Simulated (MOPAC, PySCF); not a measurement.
[Cu(CO)(H)], neutral singlet in the gas phase. 

Cartesian coordinates (Å):
```xyz
4

Cu    -0.1309    -0.0111    -0.0775
O     -2.6774    -0.2454    -1.5844
C     -1.6944    -0.1535    -1.0032
H      1.1860     0.1060     0.7031
```
Charge 0, spin multiplicity 1.

All levels are single points at this geometry (TPSS-D3(BJ)/def2-SVP); Pople sets use spherical d functions. Orbital energies aren't observables, and empty levels follow the basis.

```csv
level,HOMO (eV),LUMO (eV),gap (eV),dipole (D),"vertical IE, Delta-SCF (eV)"
B3LYP-D3(BJ)/def2-TZVP in PySCF,-6.91,-2.70,4.22,3.20,–
TPSSh-D3(BJ)/def2-TZVP in PySCF,-6.50,-2.87,3.63,3.07,–
BP86/6-31G* (LANL2DZ on Cu) in PySCF,-6.11,-3.55,2.56,3.69,–
HF/6-31G* (LANL2DZ on Cu) in PySCF,-9.10,0.73,9.83,4.89,7.92
HF/STO-3G in PySCF,-4.91,1.87,6.78,1.29,–
PM6 in MOPAC,-8.84,0.81,9.65,1.21,–
```
